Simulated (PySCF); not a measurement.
A structure optimised at PBE-D3(BJ)/def2-SVP, used in a PySCF frequency run:

```
C
C 1 1.3575
F 2 1.3288 1 121.75
Cl 2 1.7178 3 114.11 1 180.00
Cl 1 1.7199 2 122.46 3 180.00
Br 1 1.8876 2 119.78 3 0.00
```

Write its SMILES, formula and point group.

F/C(Cl)=C(/Cl)Br, C₂BrCl₂F, Cs

What are its rotational constants (standard atomic weights)?

2.2519, 0.94151, 0.66392 GHz
